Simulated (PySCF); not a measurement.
Calculated NMR parameters of CC(F)(F)C1=C(F)C(=O)OC1=O

* Formula: C6H3F3O3
* SMILES: CC(F)(F)C1=C(F)C(=O)OC1=O
* Point group of the computed structure: C1
* Degrees of unsaturation: 4
* Carbon signals: 6
* Proton signals: 1

Mapped SMILES: `[CH3:1][C:2]([F:3])([F:4])[C:5]1=[C:6]([F:7])[C:8](=[O:9])[O:10][C:11]1=[O:12]` (H(Xn): hydrogen on atom n).

PySCF calculation with GFN2-xTB geometry and σ from GIAO-PBE0/pcSseg-1; averaged over atoms made equivalent by symmetry, fast rotation or ring inversion, relativity neglected, single conformer, in vacuum.

Chemical shifts δ = σref − σ; ¹H (σ = 31.72 ppm), ¹³C (σ = 186.93 ppm) vs TMS; ¹⁹F (σ = 170.95 ppm) vs CFCl3; ¹⁷O (σ = 336.08 ppm) vs H2O, all at this level.

| carbon | δC, type | δH (multiplicity) | HMBC from (2–3 bonds) | span of the C tensor (ppm) |
| --- | --- | --- | --- | --- |
| C1 | 26.7, CH3 | 2.12 (m) | – | 42 |
| C2 | 123.8, C | – | H(C1) | 40 |
| C5 | 126.1, C | – | H(C1) | 175 |
| C6 | 166.0, C | – | – | 148 |
| C8 | 162.9, C | – | – | 170 |
| C11 | 165.6, C | – | – | 167 |

Other nuclei:
| atoms | nucleus | environment | δ (ppm) | σ (ppm) |
| --- | --- | --- | --- | --- |
| F3/F4 | ¹⁹F | fluorine of a CF2 group | -112.1 | 283.1 |
| F7 | ¹⁹F | vinylic fluorine | -112.5 | 283.4 |
| O9 | ¹⁷O | ester carbonyl oxygen | 492.4 | -156.3 |
| O12 | ¹⁷O | ester carbonyl oxygen | 491.2 | -155.1 |
| O10 | ¹⁷O | ester alkoxy oxygen | 300.9 | 35.2 |

1. Carbon types of the structure: 5 × C, 1 × CH3, which accounts for all hydrogens.
2. δC 166.0, 126.1: β carbon of a C=C–C=O unit.
3. δC 165.6, 162.9: anhydride carbonyl carbon; lone-pair donation from the attached heteroatom keeps it upfield of a ketone carbonyl.
4. δC 123.8: allylic fully substituted sp3 carbon bonded to 2 F; 2 electronegative neighbours deshield it.
5. δC 26.7: methyl carbon; a saturated carbon with 1 carbon neighbour and no heteroatom attached.
6. δH 2.12: hydrogen on a methyl carbon.

Splittings by ¹⁹F in the carbon and heteronuclear signals aren't shown, as no couplings were computed. Shifts are as computed. Against solution values, carbons near 30 ppm lie about +3 ppm off and those near 130 ppm about +5 ppm. Of 1211 compounds with measured shifts, 218 miss one by over three times the rms of a fit or turn the order of signals round; such compounds aren't used in these exercises. Unscaled 19F shifts against computed CFCl3 carry errors that often reach 10 to 50 ppm. Unscaled 17O shifts of doubly bonded oxygen tend to come out too high, by tens of ppm or more. Experimental scales use liquid or dissolved standards, which lie at an offset from isolated H2O (liquid H2O: subtract about 36 ppm).
